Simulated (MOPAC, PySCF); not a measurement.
[V(F)(NH2)4], neutral singlet in the gas phase. 

Z-matrix (Å, degrees):
```
V
F 1 1.7993
N 1 1.8180 2 103.58
H 3 1.0186 1 123.32 2 -82.77
H 3 1.0186 4 111.99 1 -166.65
N 1 1.8625 2 82.98 3 -112.73
H 6 1.0161 1 125.25 2 -161.94
H 6 1.0195 7 112.74 1 -155.22
N 1 1.8626 2 82.97 8 -131.51
H 9 1.0161 1 125.24 2 161.70
H 9 1.0195 10 112.72 1 155.08
N 1 1.8647 2 160.11 11 64.32
H 12 1.0176 1 122.78 2 -179.68
H 12 1.0197 13 110.81 1 -179.80
```
Charge 0, spin multiplicity 1.

All levels are single points at this geometry (r2SCAN-D4/def2-SVP); Pople sets use spherical d functions. Orbital energies aren't observables, and empty levels follow the basis.

PM6 in MOPAC gives HOMO (eV) = -8.35.

Q: Estimate the HOMO (eV) from each of these levels: B3LYP-D3(BJ)/def2-TZVP in PySCF; TPSSh-D3(BJ)/def2-TZVP in PySCF; B3LYP/3-21G in PySCF; B3LYP/6-311+G** (LANL2DZ on V) in PySCF; B3LYP/6-31G* (LANL2DZ on V) in PySCF; B3LYP/LANL2DZ in PySCF; BP86/6-31G* (LANL2DZ on V) in PySCF; SVWN5/6-31G* (LANL2DZ on V) in PySCF; HF/3-21G in PySCF; HF/6-31G* (LANL2DZ on V) in PySCF; HF/STO-3G in PySCF; PM7 in MOPAC.

A: 
| level | HOMO (eV) |
|---|---|
| B3LYP-D3(BJ)/def2-TZVP in PySCF | -6.90 |
| TPSSh-D3(BJ)/def2-TZVP in PySCF | -6.34 |
| B3LYP/3-21G in PySCF | -6.12 |
| B3LYP/6-311+G** (LANL2DZ on V) in PySCF | -6.98 |
| B3LYP/6-31G* (LANL2DZ on V) in PySCF | -6.50 |
| B3LYP/LANL2DZ in PySCF | -6.69 |
| BP86/6-31G* (LANL2DZ on V) in PySCF | -5.44 |
| SVWN5/6-31G* (LANL2DZ on V) in PySCF | -5.48 |
| HF/3-21G in PySCF | -10.18 |
| HF/6-31G* (LANL2DZ on V) in PySCF | -10.32 |
| HF/STO-3G in PySCF | -7.74 |
| PM7 in MOPAC | -8.86 |
